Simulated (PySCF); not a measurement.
Harmonic spectrum computed at PBE0 in the def2-SVP basis family (core potentials from Rb on, PySCF, no spin–orbit coupling):

| symmetry | ω (cm⁻¹) | IR (km/mol) |
| --- | --- | --- |
| a1 | 78 | 0.0 |
| a1 | 244 | 6.2 |
| b2 | 245 | 45.9 |

Q: Which molecule gave it? In each, all ligands are bound to the one heavy central atom.
A. NiI₂ (triplet)
B. AsI₂ (doublet)
C. ClI₂ (doublet)
D. ZnI₂ (singlet)
E. CdI₂ (singlet)

A: B. It has C2v symmetry with As–I 2.534 Å (×2).
